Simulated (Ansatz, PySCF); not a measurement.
Here is a job for Ansatz (a quantum-chemistry and plane-wave program).
Ansatz 0.2 input:
```yaml
crystal:
  periodic: [false, false, false]
  atoms:
    - {symbol: Cl, position_ang: [3.41525895, -1.34409871, -0.27085055]}
    - {symbol: Si, position_ang: [1.74669864, -0.28088033, -0.75186272]}
    - {symbol: Cl, position_ang: [1.94499597, 1.60955830, -0.04047943]}
    - {symbol: C, position_ang: [0.24015503, -1.15886881, 0.05257970]}
    - {symbol: Si, position_ang: [-1.35818607, -0.12608024, 0.18853658]}
    - {symbol: Cl, position_ang: [-1.19850249, 1.18695867, 1.71029326]}
    - {symbol: Cl, position_ang: [-2.91472829, -1.36456811, 0.55088283]}
    - {symbol: Cl, position_ang: [-1.68554634, 0.86518030, -1.53683948]}
    - {symbol: H, position_ang: [0.03314168, -2.07281011, -0.50320774]}
    - {symbol: H, position_ang: [0.54162996, -1.47804627, 1.05318232]}
basis:
  gaussian:
    orbitals: STO-3G
hamiltonian:
  xc: pbe
magnetization: {spin_polarized: true, initial_magnetization: 1}
accuracy: high
```

**Question.** Write the same job for PySCF.

**Answer.** Several could match; the one computed here: 
```python
from pyscf import gto, scf, dft

mol = gto.Mole()
mol.atom = '''
    Cl    3.41525895   -1.34409871   -0.27085055
    Si    1.74669864   -0.28088033   -0.75186272
    Cl    1.94499597    1.60955830   -0.04047943
    C     0.24015503   -1.15886881    0.05257970
    Si   -1.35818607   -0.12608024    0.18853658
    Cl   -1.19850249    1.18695867    1.71029326
    Cl   -2.91472829   -1.36456811    0.55088283
    Cl   -1.68554634    0.86518030   -1.53683948
    H     0.03314168   -2.07281011   -0.50320774
    H     0.54162996   -1.47804627    1.05318232
'''
mol.basis = 'sto-3g'
mol.spin = 1
mol.verbose = 4
mol.build()

mf = dft.UKS(mol)
mf.xc = 'pbe'
mf.grids.atom_grid = (99, 590)
mf.grids.prune = None
mf.kernel()
```

Both were run: Ansatz gave -2885.893253 Eh and PySCF -2885.893255 Eh, 0.002 mEh apart.
